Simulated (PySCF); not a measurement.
Bonds (- single, = double, # triple, : aromatic): C1-C2 1.500 Å, C2:C3 1.382 Å, C3:P4 1.731 Å, P4:C5 1.740 Å, C5-F6 1.351 Å, C5:C7 1.384 Å, C7-Cl8 1.734 Å, C7:C9 1.385 Å, C9:C2 1.391 Å. C1 carries H10, H11, H12; C3 carries H13; C9 carries H14.

Computed data (PySCF): shielding tensors at PBE0/pcSseg-1 (GIAO), geometry from GFN2-xTB. Non-relativistic Hamiltonian, in vacuum, one conformer, one averaged value for each set of equivalent atoms.

Predict the 2D correlation tables (HSQC, COSY, HMBC).

## Answers



HSQC (one-bond C–H):
```tsv
δH	δC
8.55 (H13)	161.4 (C3)
7.68 (H14)	141.1 (C9)
2.60 (H10/H11/H12)	27.2 (C1)
```

HMBC (two and three bonds, from the bond graph):
```tsv
δH	δC
8.55 (H13)	202.4 (C5), 146.2 (C2), 141.1 (C9), 27.2 (C1)
7.68 (H14)	202.4 (C5), 161.4 (C3), 146.2 (C2), 139.5 (C7), 27.2 (C1)
2.60 (H10/H11/H12)	161.4 (C3), 146.2 (C2), 141.1 (C9)
```

No COSY cross peaks are expected.

References, each an isolated molecule treated in the same way: TMS for 1H (σ = 31.72 ppm), 13C (σ = 186.93 ppm).

Short H···H contacts in this conformer between protons four or more bonds apart (candidates for NOE cross peaks, intensity ∝ r⁻⁶): H10···H13 2.29 Å, H11···H14 2.63 Å.

Carbons that carry Cl, above all several Cl atoms, come out too deshielded, partly because spin–orbit coupling is missing. Shifts are as computed. Against solution values, carbons near 30 ppm lie about +3 ppm off and those near 130 ppm about +5 ppm; carbons on Cl a further +6 ppm. Of 1211 compounds with measured shifts, 218 miss one by over three times the rms of a fit or turn the order of signals round; such compounds aren't used in these exercises.
